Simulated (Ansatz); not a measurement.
Correlation energies of CH₇ClO₂Si₂, SMILES `O[SiH](O)C[SiH2]Cl` by basis set

```xyz
13

O     1.2595    1.1237   -1.0665
Si    0.3601   -0.2389   -1.2659
O     1.1817   -1.6149   -0.9301
C    -1.0844    0.0115   -0.1172
Si   -0.6461    0.4596    1.6293
Cl    0.7629   -0.8835    2.3589
H     2.0696    1.2038   -1.5718
H    -0.0549   -0.3983   -2.6795
H     1.4143   -1.7530   -0.0072
H    -1.7068    0.8261   -0.5081
H    -1.6970   -0.8957   -0.1137
H    -0.0491    1.8087    1.7296
H    -1.8098    0.3510    2.5421
```

The species carries charge 0 and has multiplicity 1. The geometry is a stationary point of PBE0-D4/def2-TZVP. It is one conformer, not always the lowest. Frozen core, restricted reference, the Gaussian-basis code of Ansatz. CBS rows extrapolate triple and quadruple zeta; past MP2 they add the triple-zeta difference.

```tsv
basis	HF (Eh)	MP2 corr.	CCSD corr.	(T)	CCSD(T) total
def2-TZVPP	-1229.34270	-1.08926	-1.14365	-0.04335	-1230.52970
def2-QZVPP	-1229.38317	-1.17921	–	–	–
CBS(def2)	-1229.38874	-1.24583	-1.30023	as TZ	-1230.73232
```
